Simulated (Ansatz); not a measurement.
Two structures of Si4H10F2, singlet, reached by relaxing down either side of one saddle point (PBE0-D4/def2-TZVP). Energies are electronic, without zero-point energy. Program: Ansatz 0.2.0. Basis: def2-TZVPP and def2-QZVPP. Cores are frozen in the correlated methods. Extrapolation: Hartree–Fock as exp(−7.88 √X), correlation as X^−2.97. First:

```tsv
atom	x (Å)	y (Å)	z (Å)
Si1	-0.6980	0.1328	-0.5684
Si2	-0.9576	1.2814	1.4684
Si3	-0.6534	-2.1862	-0.1689
Si4	1.1936	0.9529	-1.7036
F5	-2.0131	0.4735	-1.4540
H6	1.4321	-0.0381	1.6459
F7	1.8349	-0.5857	1.0110
H8	0.2371	1.0033	2.3381
H9	-1.0104	2.7567	1.2952
H10	-2.1457	0.8284	2.2381
H11	-0.5512	-2.4512	1.2909
H12	-1.9272	-2.7719	-0.6688
H13	0.4893	-2.8300	-0.8651
H14	0.7295	1.7441	-2.8758
H15	2.0620	-0.1564	-2.1729
H16	1.9781	1.8462	-0.8101
```

Second:

```json
{"atom": "Si1", "x (Å)": "0.3968", "y (Å)": "-0.5213", "z (Å)": "-0.5415"}
{"atom": "Si2", "x (Å)": "-0.9357", "y (Å)": "1.9907", "z (Å)": "2.8888"}
{"atom": "Si3", "x (Å)": "-0.4922", "y (Å)": "-2.6709", "z (Å)": "-0.8773"}
{"atom": "Si4", "x (Å)": "1.3708", "y (Å)": "0.5338", "z (Å)": "-2.4020"}
{"atom": "F5", "x (Å)": "-0.7742", "y (Å)": "0.4230", "z (Å)": "0.0129"}
{"atom": "H6", "x (Å)": "0.3222", "y (Å)": "1.2044", "z (Å)": "2.8533"}
{"atom": "F7", "x (Å)": "1.4896", "y (Å)": "-0.6015", "z (Å)": "0.6248"}
{"atom": "H8", "x (Å)": "-1.0247", "y (Å)": "2.7094", "z (Å)": "4.1874"}
{"atom": "H9", "x (Å)": "-0.9412", "y (Å)": "2.9826", "z (Å)": "1.7849"}
{"atom": "H10", "x (Å)": "-2.1020", "y (Å)": "1.0826", "z (Å)": "2.7565"}
{"atom": "H11", "x (Å)": "-1.0720", "y (Å)": "-3.1972", "z (Å)": "0.3857"}
{"atom": "H12", "x (Å)": "-1.5475", "y (Å)": "-2.5977", "z (Å)": "-1.9221"}
{"atom": "H13", "x (Å)": "0.5918", "y (Å)": "-3.5737", "z (Å)": "-1.3469"}
{"atom": "H14", "x (Å)": "0.3468", "y (Å)": "0.6648", "z (Å)": "-3.4721"}
{"atom": "H15", "x (Å)": "2.4895", "y (Å)": "-0.3075", "z (Å)": "-2.9033"}
{"atom": "H16", "x (Å)": "1.8819", "y (Å)": "1.8785", "z (Å)": "-2.0292"}
```

Which bonds change from the first to the second?

Si₄H₉F ([F][Si]([SiH3])([SiH3])[SiH3]) + HF → Si₃H₆F₂ ([F][Si]([F])([SiH3])[SiH3]) + SiH₄; bonds formed: Si1–F7, Si2–H6; bonds broken: Si1–Si2, H6–F7.

Give the saddle point's structure and its height above each. (To be estimated.)

Computed: 1.538 eV above the first and 2.897 eV above the second (CCSD(T) at an estimated basis limit (MP2 extrapolated from triple and quadruple zeta, plus CCSD(T) − MP2 in triple zeta)).
| atom | x (Å) | y (Å) | z (Å) |
| --- | --- | --- | --- |
| Si1 | -0.1818 | -0.0654 | -0.3476 |
| Si2 | -0.7026 | 1.3053 | 1.8145 |
| Si3 | -0.6587 | -2.3482 | -0.2266 |
| Si4 | 1.2860 | 0.9632 | -1.8446 |
| F5 | -1.6375 | 0.6209 | -0.6886 |
| H6 | 0.5787 | 0.2446 | 1.1976 |
| F7 | 1.4741 | -0.5011 | 0.7561 |
| H8 | 0.1275 | 1.4248 | 3.0431 |
| H9 | -0.8539 | 2.6301 | 1.1736 |
| H10 | -2.0022 | 0.6764 | 2.1380 |
| H11 | -0.9577 | -2.6983 | 1.1870 |
| H12 | -1.8306 | -2.6929 | -1.0740 |
| H13 | 0.5366 | -3.1021 | -0.6817 |
| H14 | 0.5741 | 1.4165 | -3.0682 |
| H15 | 2.3458 | -0.0123 | -2.2052 |
| H16 | 1.9025 | 2.1385 | -1.1736 |

T1 diagnostic: at most 0.015.

Labels in which every atom is bracketed show which atoms are joined, not bond orders.

For scale, one of the runs: CCSD(T)/def2-TZVPP, 370 basis functions, launched by `ansatz run in.yaml --threads 2 --pin off --events-out ev --progress --plain --max-ram 32768MiB --backend cuda --devices 0, --max-vram 18GiB`. The run took 28 s on 2 CPU threads of an AMD EPYC 7R13 and a share of one NVIDIA H100 (shared host), with 0.85 GiB of host memory at its peak.
